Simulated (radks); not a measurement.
He II, 1 electrons, occupied as 1s1.

Calculated with a radial shooting solver on a logarithmic mesh with Libxc functionals: scalar-relativistic Kohn-Sham, r2SCAN, spin-polarised, spherical densities, finite nucleus; open shells are filled with parallel spins first; meta-GGA in the generalised Kohn-Sham scheme; Gaussian nuclear charge, rms radius 1.6755 fm.

Energy parts (eV):
part                    energy
total                  -54.430
kinetic                 54.436
electron-nucleus      -108.857
Hartree                 16.953
exchange-correlation   -16.962

Orbitals (lengths in bohr, moments of r in powers of bohr; <r^-3> diverges for s and p1/2):
orbital	occ.	eigenvalue (eV)	<r^-3>	<r>	<r^2>
1s up	1	-43.2150	-	0.7540	0.7620

The highest occupied level is 1s up at -43.215 eV. Spin moment in Bohr magnetons: 1.
